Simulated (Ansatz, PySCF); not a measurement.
CCl (SMILES [C]Cl), doublet, at a GFN2-xTB geometry. Base run: B97M-V/def2-SVPD (PySCF).

Geometry (Å):
```xyz
2

C      0.0000     0.0000    -1.1752
Cl     0.0000     0.0000     0.4148
```
Charge 0, spin multiplicity 2.
Orbitals are unrestricted.
All else is at PySCF's defaults.

The same geometry, method and basis name were run in Ansatz (a first-principles code) and PySCF, at each program's defaults and at the settings that a row names. The base is PySCF at its defaults. Differences at the defaults can come from grids, fitting, cores and function types together.

| code and settings | ΔE vs base (mEh) | basis functions | E (Eh) | SCF cycles | dipole (D) |
|---|---|---|---|---|---|
| PySCF, defaults (exact integrals, its default grid, spherical functions) | 0.000 | 47 | -497.84229 | 9 | 1.80 |
| Ansatz, defaults (factorised integrals, its default grid, spherical functions) | 0.000 | 47 | -497.84229 | - | - |
| PySCF, density fitting with def2-universal-jkfit | -0.027 | 47 | -497.84232 | 10 | 1.80 |
| PySCF, fine grid | 0.000 | 47 | -497.84229 | 9 | 1.80 |
| Ansatz, high accuracy | 0.001 | 47 | -497.84229 | - | - |

Open shells are given as the SCF converged; they aren't shown to be the lowest states, and a large step between rows can be another state.
